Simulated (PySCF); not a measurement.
**Electron correlation in Sn⁺ (tin, charge +1)**

[Kr] 4d10 5s2 5p1, 2P determinant. Computed with PySCF 2.14 in x2c-SVPall (6s5p3d, 36 functions), with the spin-free X2C one-electron Hamiltonian (Gaussian nucleus). Frozen: [Kr] 4d10; 3 electrons correlated.

MP2 pair energies summed by pair of shells (mhartree):

```csv
pair,energy,share (%)
5s-5s,-15.59,60.0
5s-5p,-10.39,40.0
```

Total MP2 correlation energy: -25.98 mhartree.

Same-spin part -1.78 and opposite-spin part -24.19 mhartree; SCS-MP2 scales them by 1/3 and 6/5 to -29.63 mhartree.

| level | correlation energy (mhartree) |
| --- | --- |
| CCSD | -39.04 |
| (T) | -0.33 |
| CCSD(T) | -39.37 |

Diagnostics: T1 = 0.0091, D1 = 0.0221, largest double amplitude 0.098.

Cost of the coupled-cluster step: 0.16 s of wall time on 1 thread of Neoverse-N1 (shared host), for 3 correlated electrons.
